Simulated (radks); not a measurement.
Task: Species: Xe+. Configuration: [Kr] 4d10 5s1 5p5 6s1 (not the ground configuration). Method: Dirac Kohn-Sham, PBEsol, spin-unpolarised, spherical densities, point nucleus; open shells fill j = l - 1/2 first; computed with a radial shooting solver on a logarithmic mesh with Libxc functionals. Some entries of the table are withheld. Estimate them.

orbital  occ.  eigenvalue (Ry)  <r> (bohr)
1s1/2       2        -2524.463         (1)
2s1/2       2        -393.7834      0.1142
2p1/2       2        -370.0755         (2)
2p3/2       4        -346.2326         (3)
3s1/2       2        -81.48851         (4)
3p1/2       2        -71.63401      0.2963
3p3/2       4        -67.10594      0.3080
3d3/2       4              (5)      0.2788
3d5/2       6              (6)      0.2825
4s1/2       2        -15.67120      0.7166
4p1/2       2        -12.18135      0.7455
4p3/2       4        -11.27429      0.7733
4d3/2       4         -5.62554         (7)
4d5/2       6         -5.47859         (8)
5s1/2       1         -2.48207       1.783
5p1/2       2         -1.62846       2.042
5p3/2       3         -1.51445       2.126
6s1/2       1         -0.52790       4.569

Result: 
(1) 1s1/2 <r> (bohr): 0.02666
(2) 2p1/2 <r> (bohr): 0.09623
(3) 2p3/2 <r> (bohr): 0.1020
(4) 3s1/2 <r> (bohr): 0.3062
(5) 3d3/2 eigenvalue (Ry): -49.75357
(6) 3d5/2 eigenvalue (Ry): -48.79622
(7) 4d3/2 <r> (bohr): 0.8679
(8) 4d5/2 <r> (bohr): 0.8786
